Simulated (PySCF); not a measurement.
C5H14O2Si2, SMILES C[Si](C)(C)C[SiH2]C(=O)O (GFN2-xTB optimised geometry):

```
23

C      2.616     0.139     0.000
Si     0.704     0.139     0.000
C      0.048    -0.791     1.525
C      0.064     1.933     0.000
C      0.128    -0.750    -1.611
Si    -1.635    -1.447    -1.635
C     -2.854    -0.042    -1.176
O     -3.015     0.435    -0.078
O     -3.542     0.402    -2.236
H      3.011    -0.872     0.025
H      3.015     0.624    -0.885
H      3.009     0.664     0.865
H     -1.032    -0.700     1.581
H      0.293    -1.849     1.489
H      0.461    -0.389     2.445
H      0.298     2.449    -0.927
H     -1.013     1.948     0.128
H      0.497     2.508     0.813
H      0.241    -0.052    -2.443
H      0.810    -1.573    -1.821
H     -1.817    -2.508    -0.640
H     -2.043    -1.902    -2.968
H     -4.149     1.121    -1.984
```

Method: PBE/def2-SVP in PySCF 2.14.0.

**Question.** What are the frontier orbital energies and the dipole moment?

**Answer.** HOMO-2 -6.98 eV, HOMO-1 -6.83 eV, HOMO -5.98 eV, LUMO -1.44 eV, LUMO+1 0.52 eV; dipole moment 1.21 D.

Meta-Löwdin charges at PBE/def2-SVP: C1 -0.55, Si2 0.85, C3 -0.55, C4 -0.55, C5 -0.63, Si6 0.54, C7 0.27, O8 -0.41, O9 -0.40, H10 0.11, H11 0.11, H12 0.11, H13 0.12, H14 0.11, H15 0.11, H16 0.11, H17 0.12, H18 0.11, H19 0.12, H20 0.13, H21 -0.08, H22 -0.09, H23 0.31.
